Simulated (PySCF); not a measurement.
A structure optimised at B3LYP-D3(BJ)/def2-SVP, used in a PySCF frequency run:

```xyz
9

C      0.9647    -2.3197     0.0000
C      0.3543    -1.2710     0.0000
C     -0.3623    -0.0395     0.0000
F     -1.7098    -0.1585     0.0000
C      0.2071     1.1508     0.0000
C      0.7978     2.3158     0.0000
H      1.5052    -3.2477     0.0000
H      1.0566     2.8280    -0.9355
H      1.0566     2.8280     0.9355
```

Problem. Write its SMILES, formula and point group.

Solution. C#CC(F)=C=C, C5H3F, Cs

Problem. What are its rotational constants (standard atomic weights)?

Solution. 6.0226, 2.6145, 1.8466 GHz
